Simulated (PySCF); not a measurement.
# NMR data sheet: 2-ethylphenol

```yaml
Formula: C8H10O
SMILES: CCc1ccccc1O
Point_group_of_the_computed_structure: C1
Degrees_of_unsaturation: 4
Carbon_signals: 8
Proton_signals: 7
```

Numbering as in the mapped SMILES `[CH3:1][CH2:2][c:3]1[cH:4][cH:5][cH:6][cH:7][c:8]1[OH:9]`; H(Xn) means a hydrogen on atom n.

Gas phase, one conformer, no relativistic terms, one averaged value for each set of equivalent atoms. Structure optimised with PBE0-D3(BJ)/def2-SVP; shieldings: GIAO PBE0/pcSseg-1; PySCF 2.14.0 with density-fitted response routines.

δ = σ(ref) − σ, references computed at the same level: TMS for 1H (σref 31.27) and 13C (σref 184.41); 17O (σref 334.56) against H2O.

| carbon | δC, type | δH (multiplicity) | HMBC from (2–3 bonds) | span of the C tensor (ppm) |
| --- | --- | --- | --- | --- |
| C1 | 16.8, CH3 | 1.16 (t) | H(C2) | 31 |
| C2 | 28.3, CH2 | 2.57 (q) | H(C4), H(C1) | 27 |
| C3 | 135.2, C | – | H(C4), H(C5), H(C7), H(C2), H(C1) | 191 |
| C4 | 136.5, CH | 7.24 (d) | H(C6), H(C5), H(C2) | 212 |
| C5 | 125.1, CH | 6.94 (m) | H(C4), H(C6), H(C7) | 221 |
| C6 | 132.6, CH | 7.16 (m) | H(C4), H(C5), H(C7) | 227 |
| C7 | 116.4, CH | 6.47 (d) | H(C6), H(C5) | 171 |
| C8 | 159.6, C | – | H(C4), H(C6), H(C7), H(C2) | 186 |

Other nuclei:
```json
{"atoms": "H(O9)", "nucleus": "1H", "environment": "hydrogen on a phenol-type oxygen", "δ (ppm)": "3.81", "σ (ppm)": "27.46"}
{"atoms": "O9", "nucleus": "17O", "environment": "phenol-type oxygen", "δ (ppm)": "120.9", "σ (ppm)": "213.7"}
```

1. Carbon types of the structure: 2 × C, 4 × CH, 1 × CH2, 1 × CH3, leaving 1 H on heteroatoms.
2. δC 159.6: aromatic carbon bearing oxygen; an ipso carbon deshielded by its heteroatom.
3. δC 136.5, 132.6, 125.1, 116.4: aromatic CH.
4. δC 135.2: substituted aromatic carbon.
5. δC 16.8: methyl carbon; saturated and bonded to C and H only.
6. δH 3.81: hydrogen on a phenol-type oxygen; labile proton, position sensitive to the medium.

OH and NH positions are those of a molecule without intermolecular hydrogen bonds; in solution they move with solvent, concentration and temperature, and exchange usually removes their couplings. Shifts are as computed. Against solution values, carbons near 30 ppm lie about +2 ppm off and those near 130 ppm about +5 ppm. Of 1211 compounds with measured shifts, 218 miss one by over three times the rms of a fit or turn the order of signals round; such compounds aren't used in these exercises. Experimental scales use liquid or dissolved standards, which lie at an offset from isolated H2O (liquid H2O: subtract about 36 ppm). No couplings were computed; multiplicities are counted from neighbouring protons, with m where these are inequivalent, close in shift, in a saturated or five-membered ring or joined by F or P, and br s for small geminal =CH2 splittings.
